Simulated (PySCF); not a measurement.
## Unknown compound

Molecular formula: C6H15P. Simulated spectra:

1H NMR (300 MHz, computed): δ 1.11 (m, 6H), 1.06 (m, 9H).

13C{1H} NMR (computed): δ 25.2 (CH2, 3C), 11.6 (CH3, 3C).

Equivalent nuclei averaged, relativity neglected, a single conformation, no solvent model. σ from GIAO-PBE0/pcSseg-1; PBE0-D3(BJ)/def2-SVP geometry; PySCF 2.14.

References, each an isolated molecule treated in the same way: 1H (31.27 ppm), 13C (184.41 ppm) against TMS.

Task: What is the structure?

Result: 
1. 2 carbon signals for 6 carbons: some carbons are equivalent by symmetry or fast rotation.
2. Carbon types of the structure: 3 × CH2, 3 × CH3, which accounts for all hydrogens.
3. δC 25.2: sp3 CH2 bonded to P.
4. δC 11.6: methyl carbon; a saturated carbon with 1 carbon neighbour and no heteroatom attached.
5. δH 1.11: hydrogen on an sp3 CH2 bonded to P.
6. δH 1.06: hydrogen on a methyl carbon.

Structure: SMILES P(CC)(CC)CC.

The data come from this structure; uniqueness wasn't tested.

Splittings by 31P in the carbon and heteronuclear signals aren't shown, as no couplings were computed. Shifts are as computed. Against solution values, carbons near 30 ppm lie about +2 ppm off and those near 130 ppm about +5 ppm. Of 1211 compounds with measured shifts, 218 miss one by over three times the rms of a fit or turn the order of signals round; such compounds aren't used in these exercises. No couplings were computed; multiplicities are counted from neighbouring protons, with m where these are inequivalent, close in shift, in a saturated or five-membered ring or joined by F or P, and br s for small geminal =CH2 splittings.
